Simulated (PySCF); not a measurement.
# Shapes and spin states of HTi(OH)

These are results of PySCF, PBE0, basis Ti def2-TZVP, H def2-TZVP, O def2-TZVP (no relativity, density fitting), not measurements.

Relaxations began from a few typed shapes and spin states; open shells are unrestricted. The search is not exhaustive: other isomers or separated fragments can lie lower, and high-lying points may rest on an excited occupation.

Question: Order these stationary points by electronic energy, lowest first, in kJ/mol from the lowest minimum.
A. singlet (closed shell, unstable to spin polarisation) Cs: O–H 0.956 Å, Ti–H 1.713 Å, Ti–O 1.758 Å; H–O–Ti 147.9°, H–Ti–O 109.8°
B. triplet Cs: O–H 0.956 Å, Ti–H 1.771 Å, Ti–O 1.804 Å; H–O–Ti 149.0°, H–Ti–O 133.4°

Answer: B (0.0), A (116.7).

Question: Which of them are minima?

Answer: By energy in kJ/mol, 0.0: minimum; 116.7: minimum of the closed-shell surface only.

For the lowest minimum: open d and f shells are described by one determinant, and the ground state may have another occupation or spin.
